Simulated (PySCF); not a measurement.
## Shapes and spin states of CuF3

These are results of PBE0/[Cu def2-SVP, F def2-SVP], no relativity, density fitting, PySCF, not measurements.

Relaxations began from a few typed shapes and spin states; open shells are unrestricted. The search is not exhaustive: other isomers or separated fragments can lie lower, and high-lying points may rest on an excited occupation.

Q: Order these stationary points by electronic energy, lowest first, in kJ/mol from the lowest minimum.
A. singlet C2v: Cu–F 1.707 Å (×2), Cu–F 1.719 Å; F–Cu–F 98.3° (×2), F–Cu–F 163.5°
B. triplet D3h: Cu–F 1.734 Å (×3); F–Cu–F 120.0° (×3)
C. triplet C2v: Cu–F 1.770 Å (×2), Cu–F 1.902 Å; F–Cu–F 89.6° (×2), F–Cu–F 179.2°
D. singlet C2v: Cu–F 1.712 Å (×2), Cu–F 1.740 Å; F–Cu–F 92.3°, F–Cu–F 133.9° (×2)
E. triplet Cs: Cu–F 1.729 Å, Cu–F 1.869 Å, Cu–F 1.915 Å; F–Cu–F 62.4°, F–Cu–F 127.2°, F–Cu–F 170.4°

A: B (0.0), A (16.8), E (19.5), D (43.3), C (65.4).

Q: Which of them are minima?

A: By energy in kJ/mol, 0.0: minimum; 16.8: minimum; 19.5: minimum; 43.3: saddle point, 1 imaginary mode; 65.4: saddle point, 1 imaginary mode.

Formally Cu is in oxidation state +3, d8, with 2 unpaired electrons (the high-spin count). The Mulliken spin on Cu is 0.81, so most of the spin sits on the ligands and the formal count fails. The polar-tensor charge on Cu, 1.11, is far below the formal one.

For the lowest minimum: other spin states or occupations of the open shell can lie lower.
